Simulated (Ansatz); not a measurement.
Ansatz (a first-principles code) input (B2GP-PLYP/def2-TZVPD):

Ansatz 0.2 input:
```yaml
crystal:
  periodic: [false, false, false]
  atoms:
    - {symbol: C, position_ang: [2.68581447, 0.14960220, -0.68026784]}
    - {symbol: Si, position_ang: [1.43118595, 0.11190276, 0.54956119]}
    - {symbol: N, position_ang: [0.00969991, -0.86564615, 0.07790786]}
    - {symbol: Si, position_ang: [-1.61771621, -0.37943043, 0.12302369]}
    - {symbol: N, position_ang: [-2.08701489, 1.07225709, -0.74089547]}
    - {symbol: H, position_ang: [2.51529251, 0.58018593, -1.66563867]}
    - {symbol: H, position_ang: [3.72812379, 0.15995258, -0.36920604]}
    - {symbol: H, position_ang: [1.98749515, -0.40019256, 1.85215003]}
    - {symbol: H, position_ang: [0.60693540, 1.31906367, 1.02349689]}
    - {symbol: H, position_ang: [0.26133726, -1.64269221, -0.51904801]}
    - {symbol: H, position_ang: [-2.44297491, -1.47563996, -0.46803088]}
    - {symbol: H, position_ang: [-2.10407113, -0.11637390, 1.50389793]}
    - {symbol: H, position_ang: [-1.68717450, 1.90861664, -0.33078236]}
    - {symbol: H, position_ang: [-1.82722202, 1.06857742, -1.72050673]}
basis:
  gaussian:
    orbitals: def2-TZVPD
hamiltonian:
  xc: {name: B2GP-PLYP}
total_charge: -1
magnetization: {spin_polarized: false}
correlation: {electrons: outside_noble_gas}
```

Output:

```
Functional definition: B2GP-PLYP
integrals: 0.73 GiB planned
1915 factors; integrals over basis functions are off by at most 1.0e-3 eV
0.44 GiB of the device are held for the grids
1.60 GiB of device memory are held for the factors and their scratch space
mean field: 1.96 GiB planned
mean field evaluation 1: about -19893.8234 eV, gradient 5.4e1 eV
mean field evaluation 2: about -19893.8644 eV, gradient 5.4e1 eV
mean field evaluation 4: about -19900.1913 eV, gradient 4.2e0 eV
mean field evaluation 8: about -19900.2508 eV, gradient 3.7e-1 eV
mean field evaluation 16: about -19900.2513 eV, gradient 3.0e-4 eV
mean field -19900.25126637 eV, -731.3207451642 hartree, gradient 2.7e-6 eV, S^2 0.000000; 0 other end points of the search recorded, 0 dependent functions left out
13 core orbitals not correlated
reference -19900.25143763 eV, -731.3207514582 hartree; 16, 16 occupied and 249, 249 virtual orbitals, 1915 factors
second order -26.93815123 eV of doubles, -0.00000000 eV of singles
Total energy: -19909.94917208 eV, -731.6771366256 hartree
```

It need not be the lowest isomer of its formula. Whether it binds its extra electron was not tested at this geometry.
